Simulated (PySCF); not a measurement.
# Ionisation energy of Ir²⁺ by level of theory

Ir²⁺ [Xe] 4f14 5d7 [5d3/2^4 5d5/2^3, M_J = 9/2] → Ir³⁺ [Xe] 4f14 5d6 [5d3/2^4 5d5/2^2, M_J = 4], as a difference of total energies. Calculation: PySCF 2.14, in x2c-TZVPall-2c (11s11p10d2f, 108 functions); the two-component X2C-1e Hamiltonian. Correlated levels: [Kr] 4d10 4f14 frozen; the 34 highest virtual spinors dropped. "Screened" scales the spin-orbit matrix elements by Boettger's factors to mimic the two-electron term; Breit and QED terms are absent.

**Question.** Order these methods by the ionisation energy they give, lowest first.
A. GHF (screened spin-orbit)
B. GHF (spin-free)
C. GMP2 (spin-free)
D. GMP2 (screened spin-orbit)

**Answer.** B (27.488 eV), A (27.601 eV), C (28.633 eV), D (28.741 eV).

The spin-free rows relax to the high-spin LS determinant and lack the spin-orbit shift.

Errors of the correlated levels include the incompleteness of this basis and the frozen core.

The labels give the starting determinants; with spin-orbit coupling the two ends relaxed to ⟨J²⟩ = 24.77, ⟨L²⟩ = 13.11, ⟨S²⟩ = 3.59 and ⟨J²⟩ = 20.04, ⟨L²⟩ = 6.87, ⟨S²⟩ = 5.70.

For comparison: 28 ± 1.6 eV (theoretical estimate listed by NIST; NIST Atomic Spectra Database, ionization energies).
